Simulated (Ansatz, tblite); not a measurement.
Cost and result up the ladder for MoO2(NH2)2 (MoN₂O₂H₄) (9 atoms). The state is a singlet with charge 0. Geometry: PBE0-D4/def2-SVP.

```xyz
9

Mo    0.4851    0.3021   -0.3170
O     2.0985    0.1422    0.1286
O     0.2193    1.3011   -1.6432
N    -0.4677    1.0514    1.1835
H    -1.2855    1.6481    1.1004
H    -0.1713    0.9605    2.1508
N    -0.1786   -1.4537   -0.7613
H     0.2074   -2.3193   -0.3958
H    -0.9073   -1.6324   -1.4461
```

Ansatz on 2 threads of Arm Neoverse V1 on a shared host; xTB runs through tblite on one thread. Times are rough, summed over both states, and most runs start from the orbitals of an earlier one. No level here is sound enough to serve as a yardstick. The other state is a triplet.

In the def2 sets Mo takes a core potential; there is no spin–orbit coupling. The xTB rows come from tblite. HOMO above LUMO, or a gap near zero within one spin, warns that the state may not be the lowest or that an electron is smeared out.

xTB has no spin-polarisation term.

```json
{"level": "GFN2-xTB", "functions": "29", "wall time": "0.009 s", "vertical triplet (eV)": "4.57", "remarks": "–"}
{"level": "GFN1-xTB", "functions": "33", "wall time": "0.01 s", "vertical triplet (eV)": "4.57", "remarks": "–"}
{"level": "PBE-D4/def2-TZVP (with forces)", "functions": "188", "wall time": "12 s", "vertical triplet (eV)": "4.04", "remarks": "gap within one spin near zero (triplet)"}
{"level": "r2SCAN-D4/def2-TZVP", "functions": "188", "wall time": "39 s", "vertical triplet (eV)": "4.10", "remarks": "–"}
```
